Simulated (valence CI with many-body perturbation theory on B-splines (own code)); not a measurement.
**Level structure of Sb44+**

Computed by configuration interaction combined with many-body perturbation theory (CI+MBPT): five valence electrons over a frozen Dirac-Fock core [He], a basis of 11 s, 11 p, 10 d, 8 f, 5 g, 2 h functions for each j, with the one-electron correlation potential Σ1 (screened to all orders), the two-electron term Σ2, the three-electron term Σ3, Breit, model QED; selected single and double excitations, second order for the rest, scaled by the run's own slope (own B-spline code, finite nucleus).

No measured spectrum was set against this ion. As an estimate, large intervals hold to a few tenths of a per cent, small ones and those within an open d or f shell to about a per cent. Among the levels kept, up to 7200 cm⁻¹ of a level comes from second order outside the variational space, and about a tenth of that is noise between levels of different J, which matters for small intervals.

Levels 181 to 200 of 200, with energies above the lowest level, (2s^2 2p1/2^2 2p3/2) J=3/2. "Leading %" is the weight of the configuration and term that name the level; weights of strongly mixed levels are sums over their largest components and can fall short, so below about 35 % the name and the second component can differ from the true leading terms, or belong to a minority configuration. In the jj column 3d3/2^4 stands for four electrons in 3d with j = 3/2. Lifetimes count E1, E2, E3, M1 and M2 decay at the calculated energies, and are blank where another channel may lead or the interval is too uncertain; long ones can be off by a factor of two.

| No. | Configuration | Term | J | E (Ry) | Leading % | Lifetime | Leading jj |
| --- | --- | --- | --- | --- | --- | --- | --- |
| 181 | 2s2p³3s | ⁴P° | 5/2 | 370.44 | 33 | 67.7 fs | 2s 2p3/2^3 3s (62 %) |
| 182 | 2s2p³3d | ²F° | 7/2 | 370.61 | 45 | 3.48 fs | 2s 2p1/2 2p3/2^2 3d5/2 (94 %) |
| 183 | 2s2p³3d | ²D° | 3/2 | 370.66 | 37 | 2.99 fs | 2s 2p1/2 2p3/2^2 3d5/2 (75 %) |
| 184 | 2s2p³3d | ²D° | 3/2 | 371.07 | 41 | 13.5 fs | 2s 2p1/2 2p3/2^2 3d5/2 (92 %) |
| 185 | 2s2p³3d | ²S° | 1/2 | 371.07 | 51 | 2.48 fs | 2s 2p1/2 2p3/2^2 3d5/2 (88 %) |
| 186 | 2s2p³3d | ²D° | 5/2 | 371.08 | 33 | 8.72 fs | 2s 2p1/2 2p3/2^2 3d5/2 (75 %) |
| 187 | 2p⁴3s | ²S | 1/2 | 371.19 | 56 | 40.0 fs | 2p1/2^2 2p3/2^2 3s (94 %) |
| 188 | 2s2p³3d | ²P° | 3/2 | 371.33 | 21 | 3.02 fs | 2s 2p3/2^3 3s (46 %) |
| 189 | 2s2p³3s | ²P° | 3/2 | 371.71 | 21 | 3.63 fs | 2s 2p1/2 2p3/2^2 3d5/2 (47 %) |
| 190 | 2s2p³3d | ²D° | 5/2 | 371.87 | 40 | 2.05 fs | 2s 2p1/2 2p3/2^2 3d5/2 (88 %) |
| 191 | 2p⁴3p | ⁴P° | 3/2 | 372.27 | 32 | 16.3 fs | 2p1/2^2 2p3/2^2 3p1/2 (90 %) |
| 192 | 2p⁴3p | ²D° | 5/2 | 372.47 | 31 | 23.6 fs | 2p1/2^2 2p3/2^2 3p1/2 (91 %) |
| 193 | 2s2p³3s | ²P° | 1/2 | 374.71 | 47 | 21.6 fs | 2s 2p3/2^3 3s (90 %) |
| 194 | 2s2p³3s | ²P° | 3/2 | 374.93 | 46 | 452 fs | 2s 2p3/2^3 3s (95 %) |
| 195 | 2p⁴3p | ²P° | 1/2 | 375.30 | 63 | 19.1 fs | 2p1/2^2 2p3/2^2 3p1/2 (86 %) |
| 196 | 2s2p³3p | ⁴P | 3/2 | 375.92 | 33 | 41.0 fs | 2s 2p3/2^3 3p1/2 (96 %) |
| 197 | 2s2p³3p | ²D | 5/2 | 376.16 | 37 | 13.6 fs | 2s 2p3/2^3 3p1/2 (96 %) |
| 198 | 2p⁴3p | ²D° | 5/2 | 377.66 | 48 | 12.7 fs | 2p1/2^2 2p3/2^2 3p3/2 (97 %) |
| 199 | 2p⁴3p | ⁴D° | 7/2 | 377.68 | 69 | 13.8 fs | 2p1/2^2 2p3/2^2 3p3/2 (97 %) |
| 200 | 2p⁴3p | ²P° | 1/2 | 377.84 | 45 | 11.4 fs | 2p1/2^2 2p3/2^2 3p3/2 (94 %) |
